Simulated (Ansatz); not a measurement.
Calculation: PBE0-D3(BJ)/def2-TZVP (Ansatz, a quantum-chemistry and plane-wave program). No frequencies were computed at this level.

Ansatz 0.2 input:
```yaml
crystal:
  periodic: [false, false, false]
  atoms:
    - { symbol: Ga, position_ang: [0.000291, -0.00019, 0.000613] }
    - { symbol: H, position_ang: [1.565894, -0.044971, 0.009749] }
    - { symbol: H, position_ang: [-0.743594, 1.378168, -0.001678] }
    - { symbol: H, position_ang: [-0.822591, -1.333007, -0.008685] }
basis:
  gaussian: { orbitals: def2-tzvp }
hamiltonian:
  xc: pbe0
  dispersion: d3bj
relax:
  max_steps: 150
```

Output:

```
Functional definition: PBE0
545 factors; their error is unknown
mean field evaluation 1: about -52418.1740 eV, gradient 2.2e1 eV
mean field evaluation 2: about -52418.2333 eV, gradient 2.7e1 eV
mean field evaluation 4: about -52418.7501 eV, gradient 2.2e-1 eV
mean field evaluation 8: about -52418.9379 eV, gradient 8.9e-2 eV
mean field -52418.93786786 eV, -1926.3604358117 hartree, gradient 3.6e-5 eV, S^2 0.000000; 0 other end points of the search recorded, 0 dependent functions left out
reference -52418.93789467 eV, -1926.3604367969 hartree; 17, 17 occupied and 49, 49 virtual orbitals, 545 factors
relax step   1: F+E_penalty+E_count = -52418.96342860 eV  Δ(F+E_penalty+E_count) = +0.000e0 eV  max|allowed force component| = 3.079e-2 eV/Å  Δτ_max = 0.0000 Å  (20 SCF iters, accepted)
these checks for a lower state are left out or cut short: starts, cluster_reference, orbital_swaps, neighbouring_geometries, increment
545 factors; their error is unknown
mean field evaluation 16: about -52418.9380 eV, gradient 2.5e-5 eV
mean field -52418.93796918 eV, -1926.3604395352 hartree, gradient 5.6e-5 eV, S^2 0.000000; 0 other end points of the search recorded, 0 dependent functions left out
reference -52418.93799599 eV, -1926.3604405202 hartree; 17, 17 occupied and 49, 49 virtual orbitals, 545 factors
relax step   2: F+E_penalty+E_count = -52418.96352557 eV  Δ(F+E_penalty+E_count) = -9.698e-5 eV  max|allowed force component| = 5.498e-3 eV/Å  Δτ_max = 0.0022 Å  (16 SCF iters, accepted)
545 factors; their error is unknown
mean field evaluation 32: about -52418.9380 eV, gradient 3.8e-5 eV
mean field -52418.93796918 eV, -1926.3604395352 hartree, gradient 5.6e-5 eV, S^2 0.000000; 1 other end points of the search recorded, 0 dependent functions left out
reference -52418.93799599 eV, -1926.3604405202 hartree; 17, 17 occupied and 49, 49 virtual orbitals, 545 factors
Total energy: -52418.96355238 eV, -1926.3613797003 hartree
Atom 0 at    -0.000022     0.000037    -0.000458 Å, force    -0.000648    -0.000013     0.003401 eV/Å
Atom 1 at     1.567337    -0.045452     0.010114 Å, force     0.005498     0.000072    -0.001100 eV/Å
Atom 2 at    -0.744421     1.380211    -0.001322 Å, force    -0.002124     0.003791    -0.001140 eV/Å
Atom 3 at    -0.822894    -1.334796    -0.008335 Å, force    -0.002727    -0.003850    -0.001162 eV/Å
Dipole moment:    -0.000019     0.000041    -0.000442 e Å
```

Cost: around 2.7 core-seconds (rough).
